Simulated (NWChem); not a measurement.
System: InHOBr₂; SMILES [OH][In]([Br])[Br]

Here is an NWChem input.

```
start job
memory heap 200 mb stack 900 mb global 1100 mb
geometry units angstroms noautoz
  In     0.503716     0.010363     0.000000
  Br    -0.718202    -2.164123     0.000000
  Br    -0.718330     2.167306     0.000000
  O      2.513743     0.053123     0.000000
  H      2.843595    -0.868628     0.000000
end
basis spherical
  * library sto-3g
end
dft
  xc xtpss03 ctpss03
  iterations 150
  mulliken
end
task dft energy
```

Geometry: optimised at PBE-D3(BJ)/def2-SVP (def2 core potentials past Kr). Not confirmed as a minimum by frequencies.

Task: Give the results of this calculation. (TPSS/STO-3G, non-relativistic.) Quantities: basis functions; energy (Ha); highest occupied level (eV); orbital gap (eV); dipole (D).

Result: 
```json
{
 "number_of_basis_functions": "69",
 "energy (Ha)": "-10851.39",
 "highest occupied level (eV)": "-3.22",
 "orbital gap (eV)": "4.48",
 "dipole (D)": "2.14"
}
```
